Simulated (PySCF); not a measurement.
Species: C₆H₆F₂.
Atom-mapped SMILES: `[F:1][C:2]1=[CH:3][C@@H:4]([F:5])[CH:6]=[CH:7][CH2:8]1` (hydrogens: H9 on C3; H10 on C4; H11 on C6; H12 on C7; H13, H14 on C8)

The same species was optimised twice, with GFN2-xTB and with PBE0-D3(BJ)/def2-SVP (PySCF), and the same property calculations (PySCF, gas phase) were run on both structures.

```
  coordinate  GFN2-xTB  PBE0-D3(BJ)/def2-SVP  change
   F1–C2 (Å)     1.352                 1.334  -0.018
   C6=C7 (Å)     1.322                 1.335  +0.013
   C2=C3 (Å)     1.321                 1.331  +0.010
   C2–C8 (Å)     1.489                 1.485  -0.004
   C3–C4 (Å)     1.495                 1.491  -0.004
   C4–F5 (Å)     1.394                 1.390  -0.004
   C4–C6 (Å)     1.498                 1.496  -0.002
   C7–C8 (Å)     1.494                 1.494   0.000
C2–C8–C7 (°)     111.2                 112.3    +1.1
F1–C2–C3 (°)     120.1                 121.0    +0.9
C6–C7–C8 (°)     123.8                 123.1    -0.7
C3–C2–C8 (°)     126.1                 125.5    -0.6
C3–C4–F5 (°)     109.1                 109.6    +0.5
C2–C3–C4 (°)     121.4                 121.8    +0.4
C3–C4–C6 (°)     113.1                 113.4    +0.3
F1–C2–C8 (°)     113.8                 113.5    -0.3
```

Rotational constants: A = 3371, B = 1722, C = 1198 MHz (GFN2-xTB) against A = 3373, B = 1722, C = 1204 MHz (PBE0-D3(BJ)/def2-SVP). Point groups within 0.08 Å: C1 and C1.

On the GFN2-xTB structure: HOMO (eV) -7.58 [PBE0/pcSseg-1]; LUMO (eV) -0.16 [PBE0/pcSseg-1]; dipole (D) 2.47 [PBE0/pcSseg-1]; GIAO shielding of F1 (ppm) 272.7 [PBE0/pcSseg-1]; GIAO shielding of C2 (ppm) 15.8 [PBE0/pcSseg-1]; GIAO shielding of C3 (ppm) 77.2 [PBE0/pcSseg-1]; GIAO shielding of C4 (ppm) 98.9 [PBE0/pcSseg-1]; GIAO shielding of F5 (ppm) 358.9 [PBE0/pcSseg-1]; GIAO shielding of C6 (ppm) 52.7 [PBE0/pcSseg-1]; GIAO shielding of C7 (ppm) 55.0 [PBE0/pcSseg-1]; GIAO shielding of C8 (ppm) 155.4 [PBE0/pcSseg-1].

Q: What do these properties become on the PBE0-D3(BJ)/def2-SVP structure?

A: 
```tsv
property	level	on GFN2-xTB	on PBE0-D3(BJ)/def2-SVP	change
HOMO (eV)	PBE0/pcSseg-1	-7.58	-7.51	+0.07
LUMO (eV)	PBE0/pcSseg-1	-0.16	-0.21	-0.05
dipole (D)	PBE0/pcSseg-1	2.47	2.41	-0.06
energy, GFN2-xTB geometry as zero (kcal/mol)	PBE0/pcSseg-1	0.0	-0.3	-0.3
GIAO shielding of F1 (ppm)	PBE0/pcSseg-1	272.7	274.5	+1.8
GIAO shielding of C2 (ppm)	PBE0/pcSseg-1	15.8	15.2	-0.6
GIAO shielding of C3 (ppm)	PBE0/pcSseg-1	77.2	76.9	-0.3
GIAO shielding of C4 (ppm)	PBE0/pcSseg-1	98.9	99.9	+1.0
GIAO shielding of F5 (ppm)	PBE0/pcSseg-1	358.9	358.0	-0.9
GIAO shielding of C6 (ppm)	PBE0/pcSseg-1	52.7	50.1	-2.6
GIAO shielding of C7 (ppm)	PBE0/pcSseg-1	55.0	52.0	-3.0
GIAO shielding of C8 (ppm)	PBE0/pcSseg-1	155.4	154.2	-1.2
```

The heavy atoms differ by 0.035 Å rms after alignment. Among bonds between heavy atoms F1–C2 changes most (-0.018 Å). Changes are differences of the printed values. Neither structure is proved a minimum here.
